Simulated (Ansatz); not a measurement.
Reactions of `OCC#CF`.

Gas-phase electronic energies from Ansatz, PBE0-D4/def2-TZVP geometries. CBS: MP2 limit from def2 TZ/QZ plus the TZ coupled-cluster correction, frozen cores. This one scheme is used for every species. Functionals use def2-TZVPP. def2 core potentials past Kr. For Sb outer-core shells are correlated without core-valence functions, which leaves a few kJ/mol of doubt a bond. One conformer a species, not always the lowest.

```tsv
reaction	r2SCAN-D4 (kcal/mol)
`OCC#CF` + H₂S → `OCC#CS` + H–F	-24.2
`OCC#CF` + `[CH3][SbH2]` → `[CH3][SbH][CH2]O` + `C#CF`	3.0
`OCC#CF` + H₂O → `OC#CCO` + H–F	-10.5
`OCC#CF` + H₂ → `C#CF` + CH₃OH	-8.5
`OCC#CF` + `S[SiH2]S` → `OCS[SiH2]S` + `C#CF`	1.4
`OCC#CF` + `CCl` → `FC#CCCCl` + H₂O	-13.5
```

(1) Give the CCSD(T)/CBS values in the same order. (An estimate is asked.)

Largest T1 diagnostic: 0.013, for `C#CF`.

Answers

(1) The calculation gave: -26.1, 0.9, -10.7, -10.3, 1.4, -15.9 kcal/mol.
